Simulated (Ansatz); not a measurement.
`BCC(O)[SiH3]`, charge 0, multiplicity 1.

(1) Give a relaxed structure at PBE0-D4/def2-TZVP (Ansatz 0.2.0). (Best estimate.)

Results:

(1) The calculation gave: 
```xyz
14

B    -2.303    0.107   -0.112
C    -0.832    0.261   -0.598
C     0.215   -0.272    0.365
O     0.069    0.497    1.563
Si    1.989   -0.130   -0.297
H    -3.174    0.778   -0.586
H    -2.593   -0.740    0.684
H    -0.601    1.289   -0.897
H    -0.804   -0.317   -1.539
H    -0.016   -1.329    0.569
H     0.648    0.136    2.240
H     2.261    1.270   -0.716
H     2.195   -1.042   -1.457
H     2.946   -0.507    0.782
```
This is one stationary point; other conformers may exist.
